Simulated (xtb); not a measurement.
Input for xtb: GFN-FF on CH4Sn (SMILES [CH3][SnH]), a point of a torsion scan.

```
$ xtb mol.xyz --gfnff --sp --chrg 0 --uhf 0
6

C     -0.64426140     0.02844929     0.00216708
Sn     1.37692157     1.00582967    -0.14978559
H     -0.75211940    -0.49470618     0.95265893
H     -1.46103652     0.74852840    -0.07348920
H     -0.78057231    -0.71046405    -0.78775890
H      2.26073537    -0.58298442     0.01543465
```

Program output:

```
[...]
           -------------------------------------------------
          |                Calculation Setup                |
           -------------------------------------------------



          ==================== Thresholds ====================
          CN  :   150.00000
          rep :   500.00000
          disp:  2500.00000
          HB1 :   250.00000
          HB2 :   450.00000

          Pauling EN used:
          Z : 1  EN :  2.20
          Z : 6  EN :  2.55
          Z :50  EN :  1.96
          electric field strengths (au): 0.000

           -------------------------------------------------
          |           Force Field Initialization            |
           -------------------------------------------------

          distances ...
          ----------------------------------------
          generating topology and atomic info file ...
          pair mat ...
          computing topology distances matrix with Floyd-Warshall algo ...
          making topology EEQ charges ...
          #fragments for EEQ constrain: 1
          ----------------------------------------
          generating topology and atomic info file ...
          pair mat ...
          computing topology distances matrix with Floyd-Warshall algo ...
          making topology EEQ charges ...
          #fragments for EEQ constrain: 1
          rings ...
          # BATM   6
          # H in HB   1

  atom   neighbors  erfCN metchar sp-hybrid imet pi  qest     coordinates
    1  C       4    3.46   0.00         3    0    0  -0.091   -1.217478    0.053761    0.004095
    2  Sn      2    1.81   0.11         2    0    0   0.163    2.602005    1.900743   -0.283054
    3  H       1    0.97   0.00         0    0    0  -0.003   -1.421300   -0.934859    1.800264
    4  H       1    0.97   0.00         0    0    0  -0.003   -2.760959    1.414514   -0.138874
    5  H       1    0.97   0.00         0    0    0  -0.003   -1.475068   -1.342582   -1.488649
    6  H       1    0.90   0.03         0    0    0  -0.062    4.272171   -1.101681    0.029167

          #atoms :   6
          #bonds :   5
          #angl  :   7
          #tors  :   3
          #nmol  :   1
          #optfrag :   1
           -------------------------------------------------
          |                   G F N - F F                   |
          |          A general generic force-field          |
          |                  Version 1.0.3                  |
           -------------------------------------------------
          Number of HB bonds (bound hydrogen)     0
          Number of HB bonds (unbound hydrogen)   0
          Number of XB bonds                      0

 E+G (total)                   0 d,  0 h,  0 min,  0.000 sec
 distance/D3 list               ...        0 min,  0.000 sec (  0.918%)
 non bonded repulsion           ...        0 min,  0.000 sec ( 14.011%)
 dCN                            ...        0 min,  0.000 sec (  3.396%)
 EEQ energy and q               ...        0 min,  0.000 sec ( 10.930%)
 D3                             ...        0 min,  0.000 sec ( 16.081%)
 EEQ gradient                   ...        0 min,  0.000 sec (  7.238%)
 bonds                          ...        0 min,  0.000 sec (  9.650%)
 bend and torsion               ...        0 min,  0.000 sec ( 14.522%)
 bonded ATM                     ...        0 min,  0.000 sec (  4.888%)
 HB/XB (incl list setup)        ...        0 min,  0.000 sec ( 11.210%)

         :::::::::::::::::::::::::::::::::::::::::::::::::::::
         ::                     SUMMARY                     ::
         :::::::::::::::::::::::::::::::::::::::::::::::::::::
         :: total energy              -0.606409926435 Eh    ::
Note: The following floating-point exceptions are signalling: IEEE_UNDERFLOW_FLAG IEEE_DENORMAL
normal termination of xtb
         :: gradient norm              0.058130897519 Eh/a0 ::
         ::.................................................::
         :: bond energy               -0.619719075267 Eh    ::
         :: angle energy               0.000150161867 Eh    ::
         :: torsion energy             0.000257955760 Eh    ::
         :: repulsion energy           0.024352227142 Eh    ::
         :: electrostat energy        -0.009512147785 Eh    ::
         :: dispersion energy         -0.001937321922 Eh    ::
         :: HB energy                  0.000000000000 Eh    ::
         :: XB energy                  0.000000000000 Eh    ::
         :: bonded atm energy         -0.000001726230 Eh    ::
         :: external energy            0.000000000000 Eh    ::
         :: add. restraining           0.000000000000 Eh    ::
         :: total charge              -0.000000000000 e     ::
         :::::::::::::::::::::::::::::::::::::::::::::::::::::

           -------------------------------------------------
          |                Property Printout                |
           -------------------------------------------------

molecular dipole:
                 x           y           z       tot (Debye)
 q only:        0.305       0.396      -0.052       1.277

           -------------------------------------------------
          | TOTAL ENERGY               -0.606409926435 Eh   |
          | GRADIENT NORM               0.058130897519 Eh/α |
           -------------------------------------------------
########################################################################
[WARNING] Runtime exception occurred
-1- gfnff_setup: Could not read topology file.
########################################################################

------------------------------------------------------------------------
------------------------------------------------------------------------
 total:
 SCF:
```

The run finished.

Cost: roughly 0.010 core-seconds.
